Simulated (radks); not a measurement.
All-electron atom: the copper ion Cu8+ in [Ar] 3d3.

Calculated with a radial shooting solver on a logarithmic mesh with Libxc functionals: Dirac Kohn-Sham, BLYP, spin-unpolarised, spherical densities, finite nucleus; open shells fill j = l - 1/2 first; Fermi nuclear charge, rms radius 3.8823 fm.

Energy parts (eV):
part                       energy
total                  -44421.585
kinetic                 45218.169
electron-nucleus      -102888.027
Hartree                 14925.249
exchange-correlation    -1676.976

Orbitals (lengths in bohr, moments of r in powers of bohr; <r^-3> diverges for s and p1/2; r(max) is where P^2 peaks):
| orbital | occ. | eigenvalue (eV) | <r> | r(max) | <r^2> | <r^-3> | small-component weight |
|---|---|---|---|---|---|---|---|
| 1s1/2 | 2 | -9049.074 | 0.05214 | 0.03411 | 0.003657 | - | 1.09e-02 |
| 2s1/2 | 2 | -1265.016 | 0.2348 | 0.1967 | 0.06506 | - | 2.07e-03 |
| 2p1/2 | 2 | -1133.287 | 0.2040 | 0.1564 | 0.05111 | - | 2.06e-03 |
| 2p3/2 | 4 | -1112.794 | 0.2073 | 0.1591 | 0.05264 | 685.1 | 2.02e-03 |
| 3s1/2 | 2 | -295.5829 | 0.6652 | 0.5951 | 0.5062 | - | 5.29e-04 |
| 3p1/2 | 2 | -253.5782 | 0.6707 | 0.5881 | 0.5224 | - | 4.94e-04 |
| 3p3/2 | 4 | -250.3946 | 0.6780 | 0.5947 | 0.5335 | 107.3 | 4.86e-04 |
| 3d3/2 | 3 | -181.0993 | 0.6706 | 0.5275 | 0.5380 | 13.48 | 4.07e-04 |
| 3d5/2 | 0 | -180.6002 | 0.6728 | 0.5293 | 0.5413 | 13.22 | 4.05e-04 |

The highest occupied level is 3d3/2 at -181.10 eV. For comparison, the ionisation energy in NIST's Atomic Spectra Database is 198 eV (theoretical). In exact Kohn-Sham theory the highest level is minus the ionisation energy, but local and semilocal functionals leave it too shallow, through self-interaction and a potential that decays too fast; potentials with the right tail come closer. The density falls to 0.001 e/bohr^3 at r = 1.92 bohr. The electron density at the nucleus is 2.224e+04 e/bohr^3. Summed over all electrons, <r^2> = 6.256 bohr^2, which gives a Langevin (diamagnetic) susceptibility term of -4.95 x 10^-6 cm^3/mol.

Beside tabulated values, note that spin-unpolarised runs miss the spin-polarisation part of the exchange energy of open shells.
